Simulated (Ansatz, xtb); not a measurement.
## Relative energy of two structures of Ge2H4Si

We compare I, a singlet given by its coordinates, with II, a singlet given by its coordinates. Both are isolated molecules in the gas phase, relaxed with B3LYP-D3(BJ)/def2-SVP.

I (Å):

```json
{"atom": "Ge", "x (Å)": "-0.5516", "y (Å)": "1.9901", "z (Å)": "-0.6551"}
{"atom": "Ge", "x (Å)": "-0.7131", "y (Å)": "4.2094", "z (Å)": "-0.9957"}
{"atom": "Si", "x (Å)": "0.0299", "y (Å)": "-0.0842", "z (Å)": "0.4162"}
{"atom": "H", "x (Å)": "-0.5084", "y (Å)": "-1.1692", "z (Å)": "-0.4530"}
{"atom": "H", "x (Å)": "1.5100", "y (Å)": "-0.2200", "z (Å)": "0.5321"}
{"atom": "H", "x (Å)": "-0.5896", "y (Å)": "-0.1695", "z (Å)": "1.7695"}
{"atom": "H", "x (Å)": "0.0693", "y (Å)": "3.2584", "z (Å)": "0.3563"}
```

Close contacts (Å): Ge1–Ge2 2.25, Ge1–Si3 2.41, Ge1–H7 1.74, Ge2–H7 1.83, Si3–H4 1.49, Si3–H5 1.49, Si3–H6 1.49.

II (Å):

```xyz
7

Ge   -0.3540    2.4072    0.4123
Ge    1.5269    3.7124    0.6494
Si   -0.1003    0.0805   -0.0603
H    -0.7390   -0.2808   -1.3605
H    -0.7014   -0.7597    1.0175
H    -1.8250    2.8687    0.5254
H     1.3608   -0.2115   -0.1422
```

Close contacts (Å): Ge1–Ge2 2.30, Ge1–Si3 2.39, Ge1–H6 1.55, Si3–H4 1.49, Si3–H5 1.49, Si3–H7 1.49.

Task: Which of the two would you expect CCSD(T)/def2-TZVP electronic energies to favour?

Result: Structure I; the calculation gives E(II) − E(I) = +11.4 kJ/mol.

The same difference at several levels:

```csv
level,geometry,E(II) − E(I) (kJ/mol),departure from the last row (kJ/mol),"job, with rough time for the two"
B3LYP-D3(BJ)/def2-SVP,B3LYP-D3(BJ)/def2-SVP,+9.6,−1.7,"optimisation, 1.9 min"
HF/def2-TZVP,B3LYP-D3(BJ)/def2-SVP,−25.6,−37.0,part of the CCSD(T) run
MP2/def2-TZVP,B3LYP-D3(BJ)/def2-SVP,+26.2,+14.8,part of the CCSD(T) run
CCSD(T)/def2-TZVP,B3LYP-D3(BJ)/def2-SVP,+11.4,,"single point, 41 s"
```

HF/def2-TZVP puts the two in the other order. The largest departure from CCSD(T)/def2-TZVP is that of HF/def2-TZVP, 37.0 kJ/mol. Levels run at GFN2-xTB geometries aren't shown.

With harmonic frequencies from B3LYP-D3(BJ)/def2-SVP (ideal gas, rigid rotor, one conformer each, 200 K, 1 atm): on the last row, ΔE + ΔZPE = +13.7 kJ/mol. A mode under 50 cm⁻¹ makes harmonic enthalpies and free energies unreliable, so none is given.

The correlated steps freeze 23 core orbitals; the filled d shell of Ge is correlated, in a basis made for valence electrons. Programs: Ansatz 0.2.0; the last row on 2 threads of Intel(R) Xeon(R) 6975P-C (Granite Rapids) on a shared host.
